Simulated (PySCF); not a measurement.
# Two-component Hartree-Fock for Ag (silver, neutral)

Start: [Kr] 4d10 5s1; 5s1/2 filled at m_j = +1/2. Calculated with PySCF 2.14 in x2c-TZVPall-2c (8s9p7d1f, 77 functions): generalised Hartree-Fock with the X2C-1e Hamiltonian and a Gaussian nucleus; one run each with spin-orbit coupling (SO) switched off, then screened by Boettger's factors. This is a chosen level, not necessarily the ground level.

```csv
spinor shell,electrons,"ε, spin-free (eV)","ε, screened SO (eV)",weight of nominal j (screened SO),"rms radius, screened SO (bohr)"
1s1/2,2,-25645.6,-25643.6,1.000,0.0357
2s1/2,2,-3861.9,-3861.4,1.000,0.146
2p1/2,2,-3457.0,-3578.4,1.000,0.127
2p3/2,4,-3457.0,-3401.1,1.000,0.131
3s1/2,2,-744.77,-744.64,1.000,0.392
3p1/2,2,-608.45,-630.64,1.000,0.387
3p3/2,4,-608.45,-598.19,1.000,0.398
3d3/2,4,-393.99,-397.78,1.000,0.374
3d5/2,6,-393.99,-391.35,1.000,0.377
4s1/2,2,-116.20,-116.19,1.000,0.979
4p1/2,2,-74.581,-78.304,1.000,1.06
4p3/2,4,-74.581,-72.871,1.000,1.09
4d3/2,4,-13.891,-14.306,0.998,1.52
4d5/2,6,-13.891,-13.618,0.999,1.55
5s1/2,1,-6.484,-6.487,1.000,3.68
```

```tsv
quantity	spin-free	screened SO
E (hartree)	-5312.33376	-5313.31643
M_J	1/2	1/2
⟨J²⟩	0.752	0.752
⟨L²⟩	0.000	0.015
⟨S²⟩	0.752	0.767
```

Breit and QED terms are absent; they matter most for the inner s and p1/2 levels.

Densities and radii are taken from the X2C orbitals without a picture-change correction, which distorts them close to the nucleus.

Without spin-orbit coupling the j labels of p, d and f shells carry no meaning; the spin-free column gives the mean over the occupied spinors of each nl shell.
